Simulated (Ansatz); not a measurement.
CH4Be (SMILES [BeH][CH3]) moved off its minimum; all values from Ansatz (an electronic-structure program), cores frozen in correlated methods.
(charge 0, multiplicity 1)
```xyz
6

Be    -0.9930    -0.5128    -0.1429
H     -2.0300    -1.0969    -0.2990
C      0.5858     0.2912     0.0485
H      1.0797     0.0055     1.0546
H      0.3387     1.3631     0.0615
H      1.3045    -0.0015    -0.6977
```

Forces at MP2/aug-cc-pVTZ (eV/Å):

```csv
atom,Fx,Fy,Fz
Be1,3.611,1.573,0.459
H2,-2.403,-1.234,-0.327
C3,-1.083,-1.045,1.951
H4,-0.921,0.592,-1.433
H5,0.605,-0.176,-0.132
H6,0.191,0.289,-0.519
```

Problem. Give the forces (eV/Å), the total energy and the dipole at CCSD(T)/aug-cc-pVTZ.

Solution. 
```
atom      Fx      Fy      Fz
----  ------  ------  ------
Be1    3.599   1.569   0.458
H2    -2.425  -1.247  -0.331
C3    -1.180  -1.088   1.892
H4    -0.848   0.556  -1.297
H5     0.583  -0.051  -0.129
H6     0.271   0.261  -0.594
```
Energy -55.0994 hartree, dipole 0.17 D.
